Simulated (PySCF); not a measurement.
```xyz
3
charge 0 multiplicity 1, angstrom
Sc    0.0000    0.0000   -1.2659
O     0.0000    0.0000   -2.9319
Br    0.0000    0.0000    1.3153
```

Computed with PySCF, PBE0, basis Sc def2-TZVP, O def2-TZVP, Br def2-TZVP (no relativity, density fitting).

This geometry of ScOBr is a stationary point at this level.

Q: What is the point group?

A: C∞v.

Q: Is it a minimum?

A: No: it has 2 imaginary modes (one degenerate set), at 107i cm⁻¹ (π).

Q: List the harmonic modes with their infrared intensities.

A: 
```csv
symmetry,ω (cm⁻¹),"IR (km/mol, summed over degenerate members)",type
π,107i,–,bend
σ+,254,35.0,stretch
σ+,999,468,stretch
```

Q: What are the dipole moment and the gap between the highest occupied and lowest empty levels?

A: 0.44 D and 5.27 eV.

Q: Give the atomic charges and bond orders.

A: 
| atom | Mulliken | Löwdin | polar tensor | Mayer order to Sc1 |
| --- | --- | --- | --- | --- |
| Sc1 | 1.11 | 0.39 | 2.07 | – |
| O2 | -0.61 | -0.26 | -1.29 | 2.11 |
| Br3 | -0.51 | -0.13 | -0.78 | 0.88 |

In C∞v the vibrations span π + 2σ+.

Stability towards spin polarisation was not tested. Other isomers or separated fragments may lie lower. At this level a singlet minimum of Cs symmetry lies 16 kJ/mol below this structure.
